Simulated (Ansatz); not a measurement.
Ansatz (a quantum-chemistry and plane-wave program) input file for Cl₂FH₅Si₃, SMILES F[SiH2][SiH2][SiH](Cl)Cl, PBE-D3(BJ)/def2-SVP. 

Ansatz 0.2 input:
```yaml
crystal:
  periodic: [false, false, false]
  atoms:
    - {symbol: Si, position_ang: [2.46255942, 0.09277060, -0.12005807]}
    - {symbol: F, position_ang: [3.80807717, -0.83511538, -0.13548359]}
    - {symbol: Si, position_ang: [0.55975015, -1.28291341, 0.03436887]}
    - {symbol: Si, position_ang: [-1.24209618, 0.11742775, -0.49598465]}
    - {symbol: Cl, position_ang: [-3.01220235, -0.53964842, 0.36319949]}
    - {symbol: Cl, position_ang: [-0.73240171, 1.98430026, 0.29245813]}
    - {symbol: H, position_ang: [2.54052021, 1.01006593, 1.04695653]}
    - {symbol: H, position_ang: [2.42604261, 0.87328254, -1.38754320]}
    - {symbol: H, position_ang: [0.61783735, -2.42955371, -0.91869078]}
    - {symbol: H, position_ang: [0.36500725, -1.78786173, 1.42374114]}
    - {symbol: H, position_ang: [-1.48682013, 0.30903452, -1.94785738]}
basis:
  gaussian:
    orbitals: def2-SVP
hamiltonian:
  xc: pbe
  dispersion: d3bj
relax: {f_tol: 0.002, max_steps: 200}
```

Program output:

```
WARN ansatz: RAYON_NUM_THREADS=1 ignored (pool sized by the plan → 1); use --threads N
Functional definition: PBE
integrals: 0.09 GiB planned
1416 factors; their error is unknown
mean field: 0.39 GiB planned
mean field evaluation 1: about -51435.6464 eV, gradient 3.3e1 eV
mean field evaluation 2: about -51431.2358 eV, gradient 6.5e1 eV
mean field evaluation 4: about -51437.8155 eV, gradient 1.3e0 eV
mean field evaluation 8: about -51437.8204 eV, gradient 4.6e-2 eV
mean field evaluation 16: about -51437.6943 eV, gradient 8.6e-5 eV
mean field -51437.69427877 eV, -1890.3003990235 hartree, gradient 1.7e-5 eV, S^2 0.000000; 0 other end points of the search recorded, 0 dependent functions left out
the calculation of the forces begins
reference -51437.69431809 eV, -1890.3004004682 hartree; 45, 45 occupied and 84, 84 virtual orbitals, 1416 factors
relax step   1: F+E_penalty+E_count = -51438.06157915 eV  Δ(F+E_penalty+E_count) = +0.000e0 eV  max|allowed force component| = 3.075e-1 eV/Å  Δτ_max = 0.0000 Å  (27 SCF iters, accepted)
these checks for a lower state are left out or cut short: starts, cluster_reference, orbital_swaps, neighbouring_geometries, increment
integrals: 0.09 GiB planned
1416 factors; their error is unknown
mean field: 0.39 GiB planned
mean field -51437.70536806 eV, -1890.3008065474 hartree, gradient 1.0e-5 eV, S^2 0.000000; 0 other end points of the search recorded, 0 dependent functions left out
the calculation of the forces begins
reference -51437.70540743 eV, -1890.3008079941 hartree; 45, 45 occupied and 84, 84 virtual orbitals, 1416 factors
relax step   2: F+E_penalty+E_count = -51438.07165997 eV  Δ(F+E_penalty+E_count) = -1.008e-2 eV  max|allowed force component| = 1.638e-1 eV/Å  Δτ_max = 0.0159 Å  (29 SCF iters, accepted)
these checks for a lower state are left out or cut short: starts, cluster_reference, orbital_swaps, neighbouring_geometries, increment
integrals: 0.09 GiB planned
1416 factors; their error is unknown
mean field: 0.39 GiB planned
mean field evaluation 32: about -51437.7063 eV, gradient 1.0e-5 eV
mean field -51437.70626517 eV, -1890.3008395155 hartree, gradient 1.0e-5 eV, S^2 0.000000; 0 other end points of the search recorded, 0 dependent functions left out
the calculation of the forces begins
reference -51437.70630454 eV, -1890.3008409622 hartree; 45, 45 occupied and 84, 84 virtual orbitals, 1416 factors
relax step   3: F+E_penalty+E_count = -51438.07276488 eV  Δ(F+E_penalty+E_count) = -1.105e-3 eV  max|allowed force component| = 5.004e-2 eV/Å  Δτ_max = 0.0134 Å  (30 SCF iters, accepted)
these checks for a lower state are left out or cut short: starts, cluster_reference, orbital_swaps, neighbouring_geometries, increment
integrals: 0.09 GiB planned
1416 factors; their error is unknown
mean field: 0.39 GiB planned
mean field -51437.70661666 eV, -1890.3008524323 hartree, gradient 1.1e-5 eV, S^2 0.000000; 0 other end points of the search recorded, 0 dependent functions left out
the calculation of the forces begins
reference -51437.70665601 eV, -1890.3008538787 hartree; 45, 45 occupied and 84, 84 virtual orbitals, 1416 factors
relax step   4: F+E_penalty+E_count = -51438.07295890 eV  Δ(F+E_penalty+E_count) = -1.940e-4 eV  max|allowed force component| = 1.985e-2 eV/Å  Δτ_max = 0.0114 Å  (29 SCF iters, accepted)
these checks for a lower state are left out or cut short: starts, cluster_reference, orbital_swaps, neighbouring_geometries, increment
integrals: 0.09 GiB planned
1416 factors; their error is unknown
mean field: 0.39 GiB planned
mean field -51437.70665461 eV, -1890.3008538271 hartree, gradient 1.0e-5 eV, S^2 0.000000; 0 other end points of the search recorded, 0 dependent functions left out
the calculation of the forces begins
reference -51437.70669396 eV, -1890.3008552732 hartree; 45, 45 occupied and 84, 84 virtual orbitals, 1416 factors
relax step   5: F+E_penalty+E_count = -51438.07299292 eV  Δ(F+E_penalty+E_count) = -3.402e-5 eV  max|allowed force component| = 1.640e-2 eV/Å  Δτ_max = 0.0096 Å  (30 SCF iters, accepted)
these checks for a lower state are left out or cut short: starts, cluster_reference, orbital_swaps, neighbouring_geometries, increment
integrals: 0.09 GiB planned
1416 factors; their error is unknown
mean field: 0.39 GiB planned
mean field -51437.70649422 eV, -1890.3008479330 hartree, gradient 1.0e-5 eV, S^2 0.000000; 0 other end points of the search recorded, 0 dependent functions left out
the calculation of the forces begins
reference -51437.70653356 eV, -1890.3008493787 hartree; 45, 45 occupied and 84, 84 virtual orbitals, 1416 factors
relax step   6: F+E_penalty+E_count = -51438.07302151 eV  Δ(F+E_penalty+E_count) = -2.859e-5 eV  max|allowed force component| = 1.460e-2 eV/Å  Δτ_max = 0.0086 Å  (29 SCF iters, accepted)
these checks for a lower state are left out or cut short: starts, cluster_reference, orbital_swaps, neighbouring_geometries, increment
integrals: 0.09 GiB planned
1416 factors; their error is unknown
mean field: 0.39 GiB planned
mean field -51437.70659031 eV, -1890.3008514643 hartree, gradient 1.1e-5 eV, S^2 0.000000; 0 other end points of the search recorded, 0 dependent functions left out
the calculation of the forces begins
reference -51437.70662965 eV, -1890.3008529100 hartree; 45, 45 occupied and 84, 84 virtual orbitals, 1416 factors
relax step   7: F+E_penalty+E_count = -51438.07304593 eV  Δ(F+E_penalty+E_count) = -2.443e-5 eV  max|allowed force component| = 6.367e-3 eV/Å  Δτ_max = 0.0039 Å  (22 SCF iters, accepted)
these checks for a lower state are left out or cut short: starts, cluster_reference, orbital_swaps, neighbouring_geometries, increment
integrals: 0.09 GiB planned
1416 factors; their error is unknown
mean field: 0.39 GiB planned
mean field evaluation 64: about -51437.7066 eV, gradient 2.0e-5 eV
mean field -51437.70664526 eV, -1890.3008534836 hartree, gradient 2.0e-5 eV, S^2 0.000000; 0 other end points of the search recorded, 0 dependent functions left out
the calculation of the forces begins
reference -51437.70668460 eV, -1890.3008549294 hartree; 45, 45 occupied and 84, 84 virtual orbitals, 1416 factors
relax step   8: F+E_penalty+E_count = -51438.07307023 eV  Δ(F+E_penalty+E_count) = -2.430e-5 eV  max|allowed force component| = 3.205e-3 eV/Å  Δτ_max = 0.0055 Å  (22 SCF iters, accepted)
these checks for a lower state are left out or cut short: starts, cluster_reference, orbital_swaps, neighbouring_geometries, increment
integrals: 0.09 GiB planned
1416 factors; their error is unknown
mean field: 0.39 GiB planned
mean field -51437.70665625 eV, -1890.3008538875 hartree, gradient 9.8e-6 eV, S^2 0.000000; 0 other end points of the search recorded, 0 dependent functions left out
the calculation of the forces begins
reference -51437.70669559 eV, -1890.3008553331 hartree; 45, 45 occupied and 84, 84 virtual orbitals, 1416 factors
relax step   9: F+E_penalty+E_count = -51438.07308052 eV  Δ(F+E_penalty+E_count) = -1.029e-5 eV  max|allowed force component| = 4.233e-3 eV/Å  Δτ_max = 0.0067 Å  (22 SCF iters, accepted)
these checks for a lower state are left out or cut short: starts, cluster_reference, orbital_swaps, neighbouring_geometries, increment
integrals: 0.09 GiB planned
1416 factors; their error is unknown
mean field: 0.39 GiB planned
mean field -51437.70666172 eV, -1890.3008540884 hartree, gradient 1.6e-5 eV, S^2 0.000000; 0 other end points of the search recorded, 0 dependent functions left out
the calculation of the forces begins
reference -51437.70670106 eV, -1890.3008555340 hartree; 45, 45 occupied and 84, 84 virtual orbitals, 1416 factors
relax step  10: F+E_penalty+E_count = -51438.07308892 eV  Δ(F+E_penalty+E_count) = -8.397e-6 eV  max|allowed force component| = 5.089e-3 eV/Å  Δτ_max = 0.0085 Å  (22 SCF iters, accepted)
these checks for a lower state are left out or cut short: starts, cluster_reference, orbital_swaps, neighbouring_geometries, increment
integrals: 0.09 GiB planned
1416 factors; their error is unknown
mean field: 0.39 GiB planned
mean field -51437.70668252 eV, -1890.3008548528 hartree, gradient 1.1e-5 eV, S^2 0.000000; 0 other end points of the search recorded, 0 dependent functions left out
the calculation of the forces begins
reference -51437.70672185 eV, -1890.3008562983 hartree; 45, 45 occupied and 84, 84 virtual orbitals, 1416 factors
relax step  11: F+E_penalty+E_count = -51438.07309129 eV  Δ(F+E_penalty+E_count) = -2.371e-6 eV  max|allowed force component| = 4.564e-3 eV/Å  Δτ_max = 0.0043 Å  (22 SCF iters, accepted)
these checks for a lower state are left out or cut short: starts, cluster_reference, orbital_swaps, neighbouring_geometries, increment
integrals: 0.09 GiB planned
1416 factors; their error is unknown
mean field: 0.39 GiB planned
mean field -51437.70670007 eV, -1890.3008554978 hartree, gradient 6.4e-5 eV, S^2 0.000000; 0 other end points of the search recorded, 0 dependent functions left out
the calculation of the forces begins
reference -51437.70673941 eV, -1890.3008569433 hartree; 45, 45 occupied and 84, 84 virtual orbitals, 1416 factors
relax step  12: F+E_penalty+E_count = -51438.07309328 eV  Δ(F+E_penalty+E_count) = -1.996e-6 eV  max|allowed force component| = 2.520e-3 eV/Å  Δτ_max = 0.0014 Å  (19 SCF iters, accepted)
these checks for a lower state are left out or cut short: starts, cluster_reference, orbital_swaps, neighbouring_geometries, increment
integrals: 0.09 GiB planned
1416 factors; their error is unknown
mean field: 0.39 GiB planned
mean field -51437.70669919 eV, -1890.3008554652 hartree, gradient 4.5e-5 eV, S^2 0.000000; 0 other end points of the search recorded, 0 dependent functions left out
the calculation of the forces begins
reference -51437.70673852 eV, -1890.3008569108 hartree; 45, 45 occupied and 84, 84 virtual orbitals, 1416 factors
relax step  13: F+E_penalty+E_count = -51438.07309353 eV  Δ(F+E_penalty+E_count) = -2.486e-7 eV  max|allowed force component| = 1.378e-3 eV/Å  Δτ_max = 0.0010 Å  (18 SCF iters, accepted)
integrals: 0.09 GiB planned
1416 factors; their error is unknown
mean field: 0.39 GiB planned
mean field evaluation 96: about -51437.6642 eV, gradient 8.1e0 eV
mean field -51437.70669919 eV, -1890.3008554653 hartree, gradient 4.5e-5 eV, S^2 0.000000; 1 other end points of the search recorded, 0 dependent functions left out
the calculation of the forces begins
reference -51437.70673852 eV, -1890.3008569108 hartree; 45, 45 occupied and 84, 84 virtual orbitals, 1416 factors
Total energy: -51438.07313287 eV, -1890.3143216547 hartree
Atom 0 at     2.462999     0.089795    -0.130904 Å, force     0.001283    -0.001378    -0.000488 eV/Å
Atom 1 at     3.825022    -0.833565    -0.144503 Å, force    -0.000843     0.000920     0.000027 eV/Å
Atom 2 at     0.559493    -1.288070     0.045299 Å, force    -0.001344     0.000466    -0.000129 eV/Å
Atom 3 at    -1.238161     0.121450    -0.490218 Å, force     0.000495    -0.000879     0.000278 eV/Å
Atom 4 at    -3.027866    -0.549568     0.326793 Å, force    -0.000018     0.000177    -0.000063 eV/Å
Atom 5 at    -0.737007     1.977559     0.337870 Å, force    -0.000162     0.000703     0.000076 eV/Å
Atom 6 at     2.535058     1.026911     1.039045 Å, force    -0.000098    -0.000030     0.000140 eV/Å
Atom 7 at     2.411879     0.867757    -1.416128 Å, force    -0.000086     0.000002     0.000118 eV/Å
Atom 8 at     0.608929    -2.453447    -0.906419 Å, force     0.000756    -0.000101     0.000021 eV/Å
Atom 9 at     0.365429    -1.785395     1.451811 Å, force     0.000196    -0.000137     0.000175 eV/Å
Atom 10 at    -1.459500     0.338362    -1.957539 Å, force    -0.000179     0.000258    -0.000154 eV/Å
Dipole moment:    -0.052098    -0.047968    -0.134034 e Å
```

Self-consistency was reached.
